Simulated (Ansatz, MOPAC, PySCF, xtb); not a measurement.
Torsion H4–Se1–Se2–Br3 in BrHSe2 (SMILES [SeH][Se]Br); at each angle all else is relaxed with GFN2-xTB, and the levels are single points there.
Geometry at 270° (charge 0, multiplicity 1):
```xyz
4

Se    -1.3039     0.4936     0.5110
Se     0.7258     0.9997    -0.3713
Br     2.2602    -0.1005     0.9931
H     -1.5604    -0.7202    -0.2645
```
Energies count from the point at 270°.

Cores are frozen in the correlated methods. Filled d and f shells under p-block atoms count as core. CBS(a, b) extrapolates the correlation energy as X⁻³ and adds the Hartree–Fock energy of set b. The state that AM1, PM3 reach isn't checked.

Run with Ansatz (Gaussian basis) for Hartree–Fock, density functionals and correlated methods; MOPAC for AM1, PM3 (differences of heats of formation); PySCF for the dispersion terms; xtb for the GFN methods. Values without a source in brackets are computed.

Energies in kcal/mol.

```
dihedral (°)   AM1   PM3  GFN2-xTB  BLYP-D3(BJ)/def2-TZVPP  PBE0-D3(BJ)/def2-TZVPP  CCSD(T)/CBS(cc-pVTZ, cc-pVQZ)
------------  ----  ----  --------  ----------------------  ----------------------  -----------------------------
0             2.53  6.65      6.46                   10.40                   10.42                           9.33
30            1.73  4.69      4.65                    7.17                    7.28                           6.50
60            0.54  1.44      1.39                    1.92                    2.01                           1.79
90            0.00  0.00      0.00                    0.00                    0.00                           0.00
120           0.29  1.15      1.69                    2.72                    2.71                           2.49
150           0.94  3.63      4.42                    7.60                    7.36                           6.57
180           1.33  4.90      5.45                    9.84                    9.35                           8.24
210           0.94  3.63      4.42                    7.60                    7.36                           6.57
240           0.29  1.15      1.69                    2.72                    2.71                           2.49
270           0.00  0.00      0.00                    0.00                    0.00                           0.00
300           0.54  1.44      1.39                    1.92                    2.01                           1.79
330           1.73  4.69      4.65                    7.17                    7.28                           6.50
```

Ansatz is a program for electronic structure.
